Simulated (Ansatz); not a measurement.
Reaction (formal exchange of groups at a C–Br bond): `CCCBr` + `CCCCOC` → `CCCCOCCCC` + HBr

Program: Ansatz. Geometries: PBE0-D4/def2-TZVP. ΔE: electronic, gas phase. CCSD(T)/CBS adds triple-zeta CCSD(T) − MP2 to the extrapolated MP2 energy (def2 sets, frozen cores). DFT in def2-TZVPP. B3LYP here is the variant with VWN-RPA as its local correlation; programs differ in this. For Br outer-core shells are correlated without core-valence functions, which leaves a few kJ/mol of doubt a bond. Scalar relativity is left out up to krypton. One conformer a species, not always the lowest.

`CCCBr`:

```xyz
11

C    -0.223    0.915    0.902
C     0.127   -0.478    0.412
C     0.306   -0.583   -1.083
Br   -1.352   -0.247   -2.060
H    -1.175    1.248    0.484
H    -0.306    0.936    1.990
H     0.543    1.639    0.609
H    -0.629   -1.198    0.737
H     1.075   -0.801    0.862
H     1.017    0.150   -1.464
H     0.616   -1.580   -1.390
```

`CCCCOC`:

Cartesian coordinates in Å:
```
C 2.413 -1.647 -0.347
C 1.592 -0.474 0.160
C 0.144 -0.531 -0.297
C -0.671 0.635 0.210
O -1.991 0.515 -0.252
C -2.806 1.565 0.181
H 2.420 -1.678 -1.440
H 2.002 -2.596 0.006
H 3.450 -1.587 -0.009
H 1.628 -0.447 1.255
H 2.045 0.465 -0.181
H -0.321 -1.460 0.047
H 0.096 -0.544 -1.391
H -0.234 1.586 -0.138
H -0.657 0.661 1.312
H -3.806 1.396 -0.219
H -2.865 1.605 1.279
H -2.439 2.537 -0.178
```

`CCCCOCCCC`:

Cartesian coordinates in Å:
```
C -4.138 0.535 -1.493
C -2.663 0.372 -1.816
C -1.756 1.027 -0.787
C -0.286 0.875 -1.132
O 0.563 1.502 -0.199
C 0.881 0.711 0.922
C 2.062 -0.210 0.679
C 2.413 -1.038 1.904
C 3.608 -1.949 1.680
H -4.380 0.090 -0.523
H -4.770 0.056 -2.245
H -4.416 1.591 -1.447
H -2.455 0.797 -2.805
H -2.419 -0.694 -1.889
H -1.950 0.593 0.200
H -1.986 2.095 -0.708
H -0.083 1.348 -2.099
H -0.032 -0.189 -1.239
H 1.116 1.406 1.734
H 0.008 0.126 1.248
H 2.921 0.398 0.377
H 1.843 -0.878 -0.162
H 2.617 -0.368 2.748
H 1.544 -1.638 2.199
H 4.498 -1.372 1.418
H 3.841 -2.534 2.573
H 3.419 -2.651 0.863
```

HBr:

```xyz
2

Br   -0.286   -0.068    0.646
H     0.286    0.068   -0.646
```

| level | ΔE (kcal/mol) | difference from CCSD(T)/CBS |
| --- | --- | --- |
| PBE-D4 | -1.2 | 1.0 |
| r2SCAN-D4 | -1.7 | 0.5 |
| PBE0-D4 | -2.0 | 0.2 |
| B3LYP-D4 | -1.2 | 1.0 |
| ωB97X-V | -2.4 | -0.2 |
| ωB97M-V | -2.4 | -0.2 |
| B2PLYP | -0.8 | 1.4 |
| PBE | -0.4 | 1.8 |
| PBE0 | -1.2 | 1.0 |
| HF/def2-TZVPP | -0.7 | 1.5 |
| CCSD/def2-TZVPP | -2.6 | -0.4 |
| CCSD(T)/def2-TZVPP | -2.6 | -0.4 |
| MP2/def2-QZVPP | -1.5 | 0.7 |
| SCS-MP2/def2-QZVPP | -1.1 | 1.1 |
| HF/CBS(def2) | -0.8 | 1.4 |
| CCSD/CBS(def2) | -2.2 | 0.0 |
| CCSD(T)/CBS | -2.2 | 0 |

Largest T1 diagnostic among the species: 0.009.

The D4 term adds −1.0 kcal/mol with B3LYP and −0.8 kcal/mol with PBE0; it sums over pairs of atoms, weighted by their polarisabilities, and B3LYP, whose exchange is more repulsive, gets the larger term. From PBE to PBE0 (25 % exact exchange), in def2-TZVPP and without D4, ΔE moves by −0.8 kcal/mol. In def2-TZVPP, CCSD(T) changes the Hartree–Fock value by −1.9 kcal/mol (the triples alone add +0.0 kcal/mol) and MP2 by −1.0 kcal/mol.
